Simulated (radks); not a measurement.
Values are calculated unless marked as measured or tabulated.
I14+, configuration [Kr] 4d3 (the NIST ground configuration). Level of theory: non-relativistic Kohn-Sham, TPSS, spin-polarised, spherical densities, point nucleus; open shells are filled with parallel spins first (spin-orbit coupling, left out, can overturn this in heavy ions); meta-GGA in the generalised Kohn-Sham scheme; relativity is left out, which matters for an element this heavy (a radial shooting solver on a logarithmic mesh with Libxc functionals).

Normalised radial functions P(r) = r R(r), r in bohr:

```
   r/bohr * 4s up (the largest magnitude, 1.4, reaches the edge; | marks zero)
 0.003336                             |  *
 0.003761                             |  *
 0.004274                             |   *
 0.004819                             |   *
 0.005477                             |   *
 0.006225                             |    *
 0.007019                             |    *
 0.007978                             |    *
 0.009067                             |     *
  0.01022                             |     *
  0.01162                             |     *
  0.01321                             |     *
  0.01489                             |     *
  0.01692                             |     *
  0.01923                             |     *
  0.02169                             |    *
  0.02465                             |   *
  0.02801                             |  *
  0.03158                             | *
   0.0359                             *
   0.0408                           * |
    0.046                         *   |
  0.05228                       *     |
  0.05895                     *       |
    0.067                    *        |
  0.07614                   *         |
  0.08585                   *         |
  0.09758                   *         |
   0.1109                     *       |
    0.125                         *   |
   0.1421                             *
   0.1615                             |    *
   0.1821                             |        *
    0.207                             |            *
   0.2352                             |               *
   0.2652                             |              *
   0.3015                             |            *
   0.3426                             |      *
   0.3863                             *
   0.4391                    *        |
    0.499            *                |
   0.5626      *                      |
   0.6395  *                          |
    0.721  *                          |
   0.8195     *                       |
   0.9314         *                   |
     1.05              *              |
    1.193                    *        |
    1.356                        *    |
    1.529                          *  |
    1.738                            *|
    1.976                             *
    2.228                             *
    2.532                             *
```

4s up: eigenvalue -447.95 eV, 3 radial nodes at r = 0.0368, 0.143, 0.385 bohr, <r> = 0.725 bohr, 90 % of the charge inside 1.03 bohr.
